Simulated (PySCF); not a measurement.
Orbital gap (eV) of eight silicon and germanium compounds: PBE beside PBE0, computed with PySCF for isolated molecules in the bases named; differences from unrounded values. The eight are the first of their class met in an unordered collection, after screening for sound electronic states; none was chosen by its value. Each molecule has one DFT geometry for both levels.

```
molecule                                                      basis  PBE0   PBE  difference
-------------------------------------------------------  ----------  ----  ----  ----------
B(OH)(SiH3)2 (BH7OSi2), SMILES OB([SiH3])[SiH3]           def2-TZVP  5.66  3.59       -2.07
C4H8OSi, SMILES C[SiH]1CC(C1)=O                           def2-TZVP  6.40  3.84       -2.56
GeH6P2, SMILES [PH2][GeH2][PH2]                          def2-TZVPD  6.31  4.50       -1.81
Si(Br)(OH)2(NH2) (BrH4NO2Si), SMILES N[Si](O)(O)Br        def2-TZVP  8.23  5.91       -2.32
C5H12Si, SMILES [C@H]1(C)[C@@](C1)([SiH3])C               def2-TZVP  8.33  6.31       -2.02
Ge(F)2(SH)2 (F2GeH2S2), SMILES [Ge]([SH])([F])([F])[SH]   def2-TZVP  7.05  4.77       -2.28
C3H7NSi, SMILES C(CN)#C[SiH3]                             def2-TZVP  7.25  4.89       -2.36
C2H9FSi3, SMILES F[C@H]1C[SiH2][Si@@H]1[SiH3]             def2-TZVP  6.88  4.97       -1.91
```

PBE lies below PBE0 in 8 and above it in 0 of the eight; the mean signed difference is -2.17 and the largest -2.56 eV.
